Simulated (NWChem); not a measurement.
# CH2NO, doublet; SMILES N[C]=O

```xyz
5

N      0.1066     1.0826     0.0000
C     -0.4177    -0.1566     0.0000
O      0.1432    -1.2203     0.0000
H      1.1129     1.2347     0.0000
H     -0.4979     1.8886     0.0000
```
Atoms are numbered in this order, from 1.

All runs: NWChem. Spin-unrestricted. Medium grid unless said otherwise, to which SCAN and Minnesota functionals are sensitive. In the optimisation the excess spin sits in a' (Cs, its own frame). Coordinates come from a B3LYP/6-31G* (spherical d), spin-unrestricted optimisation. No stability test was run on the SCF state.

Question: Order these by “lowest empty minus highest occupied level, either spin (eV)”, lowest first: LDA (Slater exchange, PW92)/def2-TZVP; MPW1K/def2-TZVP; B3LYP/def2-TZVP.

Answer: LDA (Slater exchange, PW92)/def2-TZVP (1.28), B3LYP/def2-TZVP (3.70), MPW1K/def2-TZVP (6.48)
